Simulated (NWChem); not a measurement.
Molecule: C$_{3}$H$_{4}$N$_{2}$O; SMILES CO/C=N/C#N

```xyz
10

C     -0.7977    -2.1175     0.0000
O      0.5378    -1.6261     0.0000
C      0.7091    -0.3301     0.0000
N     -0.2687     0.4938     0.0000
C     -0.0561     1.8043     0.0000
N      0.0402     2.9641     0.0000
H     -0.7170    -3.2100     0.0000
H     -1.3351    -1.7670     0.8928
H     -1.3351    -1.7670    -0.8928
H      1.7749    -0.0548     0.0000
```
Atoms are numbered in this order, from 1.

The geometry was optimised at PBE0/def2-SVP.

**Question.** Give the principal values of the shielding tensors (ppm) of C1, O2, C3, N4, C5 from B3LYP/6-31G* (spherical d), GIAO (NWChem), with their diamagnetic and paramagnetic parts as GIAO splits them.

**Answer.** 
| atom | σ11 | σ22 | σ33 | isotropic | diamagnetic | paramagnetic |
|---|---|---|---|---|---|---|
| C1 | 110.3 | 124.0 | 179.9 | 138.0 | 249.5 | -111.5 |
| O2 | 42.0 | 193.3 | 290.3 | 175.2 | 393.5 | -218.3 |
| C3 | -56.7 | 55.8 | 107.8 | 35.6 | 255.1 | -219.4 |
| N4 | -108.3 | 79.2 | 220.2 | 63.7 | 325.7 | -262.1 |
| C5 | -11.8 | -6.7 | 293.6 | 91.7 | 258.9 | -167.2 |
